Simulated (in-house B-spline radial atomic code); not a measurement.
Values are calculated unless marked as measured or tabulated.
Making a Troullier-Martins p channel for C, r_c = 1.78 bohr

C, [He] 2s2 2p2, non-relativistic LDA (VWN5), spherical and spin-unpolarised, from a B-spline radial code for spherical atoms (atomic units). The all-electron 2p level is ε = -0.199186 hartree and its outer maximum at 1.19 bohr.

Inside r_c the pseudo-orbital is u(r) = r^2 exp(p(r)), with p = c0 + c2 r² + c4 r⁴ + … + c12 r¹². The seven coefficients follow from p and its first four derivatives at r_c, from zero curvature of the screened potential at the origin, c4 = −c2²/(2l + 5), and from the norm inside r_c. At r_c the all-electron orbital has P = 0.6292333, P' = -0.2106522, the screened potential V = -0.6192623, V' = 0.7176324, V'' = -1.206693, and the norm inside is Q = 0.5816647.

What are p, p' and p'' at r_c?

p = ln(P/r_c^2) = ln(0.6292333/3.1684) = -1.61648. p' = P'/P − 2/r_c = -0.33478 − 1.12360 = -1.45837. The radial equation gives p'' = 2(V − ε) − 2(2) p'/r_c − p'² = -0.84015 − (-3.27724) − 2.12685 = 0.31024. Differentiating, p''' = 2V' + 2(2)p'/r_c² − 2(2)p''/r_c − 2p'p'' = -0.19816, and p'''' = 2V'' − 4(2)p'/r_c³ + 4(2)p''/r_c² − 2(2)p'''/r_c − 2p''² − 2p'p''' = 0.11348.

For a trial c2 the five matching conditions are linear in c0, c6, c8, c10 and c12, and c2 is varied until the norm inside r_c equals Q. The root nearest zero gives:

```tsv
n	c_n
0	0.7246543
2	-1.067853
4	-0.1629013
6	0.2693878
8	-0.1016028
10	0.01717084
12	-0.001121173
```

Check c4 and p(r_c), and find the screened pseudopotential at the origin.

−c2²/7 = -0.162901, as listed. The terms c_n r_c^n are 0.72465, -3.38338, -1.63533, 8.56836, -10.23919, 5.48266, -1.13426, which sum to -1.61648. Inverting the radial equation, V_l(r) = ε + 2 p'/r + (p'' + p'²)/2, so V_l(0) = ε + (2l + 3) c2 = -0.199186 + 5 × (-1.06785) = -5.5384 hartree, finite where the all-electron potential diverges.

Orbitals and screened potentials:

| r (bohr) | P | u | V all-electron | V pseudo |
| --- | --- | --- | --- | --- |
| 0.178 | 0.1225 | 0.06321 | -24.92 | -5.53 |
| 0.445 | 0.4063 | 0.3294 | -7.098 | -5.255 |
| 0.712 | 0.5994 | 0.6011 | -3.403 | -4.171 |
| 0.979 | 0.6894 | 0.7215 | -1.986 | -2.466 |
| 1.246 | 0.706 | 0.7196 | -1.269 | -1.144 |
| 1.513 | 0.679 | 0.6799 | -0.8635 | -0.7321 |
| 1.78 | 0.6292 | 0.6292 | -0.6193 | -0.6193 |

Logarithmic derivatives P'/P at R = 2.08 bohr, for energies E around ε:

```
E − ε (hartree)  all-electron      pseudo
           -0.5      0.758238    0.763815
          -0.25      0.336226    0.339235
           -0.1    -0.0457026  -0.0448424
              0      -0.41217   -0.412169
            0.1     -0.956836   -0.954411
           0.25      -2.69479    -2.64375
            0.5       15.2905     19.8657
```

With P(R) = 0.5620591 and a norm of 0.688401 inside R, what slope in energy does norm conservation fix?

d(P'/P)/dE = −2 × (norm inside R)/P(R)² = -4.3582 per hartree·bohr at E = ε, for both atoms, since orbital and norm agree at R. Differences over ±0.1 hartree give -4.5557 (all-electron) and -4.5478 (pseudo), which also hold third-order terms. Half a hartree below ε the two curves differ by +0.0056.
